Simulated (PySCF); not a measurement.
C3H6O2Si, SMILES O[SiH2][C@@H]1C=CO1. Atoms are numbered in the order given.

```xyz
12

O      2.2703     0.6197    -0.3360
Si     1.1689    -0.5218     0.1814
C     -0.4897     0.2948     0.6116
C     -1.7043    -0.6008     0.6735
C     -2.0689    -0.0711    -0.5094
O     -1.0299     0.8231    -0.6714
H      2.0045     1.1372    -1.1065
H      0.8665    -1.5440    -0.8601
H      1.7664    -1.1471     1.3898
H     -0.4220     1.1083     1.3534
H     -2.0787    -1.3570     1.3572
H     -2.8473    -0.1722    -1.2685
```

Geometry optimised at B3LYP-D3(BJ)/def2-SVP. The structure was generated by enumeration; whether it is a known compound was not checked. One conformer was computed; it need not be the lowest.

Two levels are set side by side: PBE/pcSseg-1 (PySCF) and PBE0/pcSseg-1 (PySCF). GIAO shifts against H2O (¹⁷O), TMS (²⁹Si), TMS (¹H), TMS (¹³C) at the same level; non-relativistic, no solvent, atoms listed together averaged. Differences are taken from unrounded values.

```json
[
 {"quantity": "δ(¹⁷O) of O1 (ppm)", "PBE0": "23.8"},
 {"quantity": "δ(²⁹Si) of Si2 (ppm)", "PBE0": "-8.4"},
 {"quantity": "δ(¹³C) of C3 (ppm)", "PBE0": "93.1"},
 {"quantity": "δ(¹³C) of C4 (ppm)", "PBE0": "113.9"},
 {"quantity": "δ(¹³C) of C5 (ppm)", "PBE0": "165.1"},
 {"quantity": "δ(¹⁷O) of O6 (ppm)", "PBE0": "191.4"},
 {"quantity": "δ(¹H) of H7 (ppm)", "PBE0": "1.68"},
 {"quantity": "δ(¹H) of H10 (ppm)", "PBE0": "5.79"},
 {"quantity": "δ(¹H) of H11 (ppm)", "PBE0": "6.01"},
 {"quantity": "δ(¹H) of H12 (ppm)", "PBE0": "7.05"}
]
```

**Question.** What does PBE give, and how far is it from PBE0? (An estimate is asked for; the answer gives what the named calculation found.)

**Answer.** 
| quantity | PBE | PBE minus PBE0 |
|---|---|---|
| δ(¹⁷O) of O1 (ppm) | 32.9 | 9.1 |
| δ(²⁹Si) of Si2 (ppm) | -9.7 | -1.3 |
| δ(¹³C) of C3 (ppm) | 96.5 | 3.4 |
| δ(¹³C) of C4 (ppm) | 109.9 | -4.0 |
| δ(¹³C) of C5 (ppm) | 161.9 | -3.2 |
| δ(¹⁷O) of O6 (ppm) | 211.4 | 20.0 |
| δ(¹H) of H7 (ppm) | 1.52 | -0.16 |
| δ(¹H) of H10 (ppm) | 5.90 | 0.11 |
| δ(¹H) of H11 (ppm) | 5.91 | -0.11 |
| δ(¹H) of H12 (ppm) | 7.04 | -0.01 |

Rough cost on one machine, each run with all the roots and properties that it gave: PBE0 against PBE within a factor of 2.
